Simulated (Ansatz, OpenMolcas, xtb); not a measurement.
**CH6GaN (SMILES [CH3][GaH][NH2]): methods side by side**

The species is CH6GaN (9 atoms), meant as a singlet with charge 0. SMILES: `[CH3][GaH][NH2]`. The coordinates come from a PBE0-D4/def2-TZVP relaxation.

Each level gives the HOMO–LUMO gap (eV). The values are calculated.

```csv
level,kind,program,value (eV),CPU time
GFN2-xTB,semi-empirical,xtb,4.78,under 2 s
HF/6-31G* (spherical functions),Hartree–Fock,OpenMolcas,12.76,13 s
SVWN5/6-31G* (spherical functions),LDA,OpenMolcas,4.66,30 s
BLYP/6-31G* (spherical functions),GGA,Ansatz,4.64,5.6 s
PBE/6-31G* (spherical functions),GGA,OpenMolcas,4.71,38 s
M06-L/6-31G* (spherical functions),meta-GGA,OpenMolcas,5.21,53 s
r2SCAN/6-31G* (spherical functions),meta-GGA,Ansatz,5.26,12 s
B3LYP/6-31G* (spherical functions),global hybrid,OpenMolcas,6.31,40 s
CAM-B3LYP/6-31G* (spherical functions),range-separated hybrid,Ansatz,9.11,7.5 s
B2PLYP/6-31G* (spherical functions),double hybrid,Ansatz,9.00,9.9 s
```

All-electron rows without a relativistic Hamiltonian named are non-relativistic. The values span 4.64 to 12.76 eV. Orbital gaps aren't excitation energies, and those of double hybrids come from the SCF part alone; they tend to grow with the share of exact exchange. Times are those of the runs behind each value, whatever else they computed, on shared processors of several kinds: orders of magnitude only.
